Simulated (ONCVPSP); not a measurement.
**What the settings do to the ONCV potential of Bi**

Base potential:

- Element: bismuth
- Generator: ONCVPSP 4.0.1
- Type: optimised norm-conserving Vanderbilt (ONCV)
- Functional: LDA (Perdew-Wang 92)
- Relativity: scalar-relativistic
- Frozen core: [Xe] 4f14 5d10
- Valence charge: 5
- Reference configuration: 6s2 6p2 (charge +1)
- Partial waves: 6s: rc 1.65 bohr, ncon 4, nbas 7, qcut 3.8 1/bohr, 2 projectors, debl 3.2 Ha; 6p: rc 2.50 bohr, ncon 3, nbas 6, qcut 2.8 1/bohr, 2 projectors, debl 2.1 Ha
- Local potential: polynomial inside 1.55 bohr (lpopt 1, dvloc0 6 Ha)
- Core correction: Teter function, fcfact 2.25, rcfact 1.7

All-electron outer shells of the reference configuration (LDA (PZ), scalar-relativistic, ld1.x):

| shell | level (eV) | outermost node (bohr) | outermost maximum (bohr) |
| --- | --- | --- | --- |
| 5p | -104.15 | 0.48 | 0.86 |
| 5d | -35.34 | 0.51 | 1.03 |
| 6s | -22.45 | 0.98 | 1.86 |
| 6p | -11.72 | 1.14 | 2.35 |

Cutoffs, loose and tight: the cutoffs (Ha) at which the residual kinetic energy of the hardest occupied pseudo-wave falls to 1 and 0.1 mHa per electron. They do not see the model core or the augmentation charge, which bear on the density cutoff. Test errors are all-electron minus pseudo excitation energies from the reference, over the configurations 6s2 6p3; 6s2 6p1; 6s2 6p0; 6s0 6p5. A dash means not determined; rows that change the core or the reference have their own tests.

A true bound ghost makes a file unfit for plane-wave use even where its test errors are small: the radial tests pick states by their node count and pass the ghost by.

| change | outcome | cutoff, loose | cutoff, tight | bound ghosts | GHOST(+) flags above zero | largest test error (meV) |
| --- | --- | --- | --- | --- | --- | --- |
| base | generated | 36 Ha | 47 Ha | s | none | -419 |
| local potential polynomial inside 1.45 bohr (lpopt 3, dvloc0 0 Ha) | generated | 36 Ha | 47 Ha | s | p | -422 |
| s: rc 1.86 | failed: ERROR pspot: first pseudo wave function has node, program will stop | – | – | – | – | – |
| all radii but the core radius scaled by about 1.33 (s 2.20, p 3.34 bohr); local potential polynomial inside 2.08 bohr (lpopt 1, dvloc0 6 Ha) | failed: ERROR pspot: first pseudo wave function has node, program will stop | – | – | – | – | – |
| core correction Teter function, fcfact 2.25, rcfact 1.68 | generated | 36 Ha | 47 Ha | s | none | -400 |

What comes out with this change to the base: s: nproj 1?

outcome: generated; cutoff, loose: 36 Ha; cutoff, tight: 47 Ha; bound ghosts: none; GHOST(+) flags above zero: s; largest test error (meV): -411.

What comes out with this change to the base: core correction polynomial model core, fcfact 0.6?

outcome: generated; cutoff, loose: 36 Ha; cutoff, tight: 47 Ha; bound ghosts: s; GHOST(+) flags above zero: none; largest test error (meV): -192.

What comes out with this change to the base: s: rc 1.66?

outcome: generated; cutoff, loose: 34 Ha; cutoff, tight: 45 Ha; bound ghosts: s; GHOST(+) flags above zero: none; largest test error (meV): -419.
